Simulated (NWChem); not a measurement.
Species: TeO, triplet; SMILES O=[Te]

Results from NWChem. Spin-unrestricted. The geometry was optimised at PBE0/def2-SVP, spin-unrestricted. No stability test was run on the SCF state. def2 effective core potentials on Te; no spin-orbit coupling. Level PBE/def2-SVP: energy and gradient on several grids; changes count from the extra-fine grid, which is no exact limit either.

Q: Which is the coarsest grid (medium; coarse; xcoarse; xfine; fine) from which on the energy stays within 500 μHa and each gradient component within 500 μHa/bohr of xfine?

A: medium.
```
grid     size of the energy change (μHa)  largest change of a gradient component (μHa/bohr)
-------  -------------------------------  -------------------------------------------------
xcoarse                             1000                                               7000
coarse                                60                                               1000
medium                              < 10                                                100
fine                                < 10                                               < 30
xfine                               < 10                                               < 30
```
